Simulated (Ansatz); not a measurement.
A run for Ansatz (a first-principles code): R-r2SCAN/def2-TZVPP on BH5O2Si (SMILES OB(O)[SiH3]).

Ansatz 0.2 input:
```yaml
crystal:
  periodic: [false, false, false]
  atoms:
    - {symbol: O, position_ang: [-1.25292730, -1.10776716, -0.40331902]}
    - {symbol: B, position_ang: [-0.57839982, 0.02239067, -0.03441177]}
    - {symbol: O, position_ang: [-1.18678380, 1.19529883, 0.31627435]}
    - {symbol: Si, position_ang: [1.45182854, -0.04958868, 0.03058180]}
    - {symbol: H, position_ang: [-2.21681680, -1.05179737, -0.40209231]}
    - {symbol: H, position_ang: [-2.15211989, 1.19998635, 0.30201589]}
    - {symbol: H, position_ang: [2.04896829, 1.25284891, -0.35478249]}
    - {symbol: H, position_ang: [1.98808909, -1.10082564, -0.86799059]}
    - {symbol: H, position_ang: [1.89816170, -0.36054592, 1.41372412]}
basis:
  gaussian:
    orbitals: def2-TZVPP
hamiltonian:
  xc: {name: r2SCAN}
scf: {lower_state_search: off}
```

The head of its log:

```
WARN ansatz: RAYON_NUM_THREADS=2 ignored (pool sized by the plan → 2); use --threads N
Functional definition: r2SCAN
these checks for a lower state are left out or cut short: stability, starts, cluster_reference, orbital_swaps, neighbouring_geometries, increment
integrals: 0.11 GiB planned
1054 factors; their error is unknown
mean field: 0.80 GiB planned
mean field evaluation 1: about -12722.8628 eV, gradient 7.1e1 eV
mean field evaluation 2: about -12708.0922 eV, gradient 1.1e2 eV
```

Task: Predict the final total energy.

Result: -467.8540 hartree.
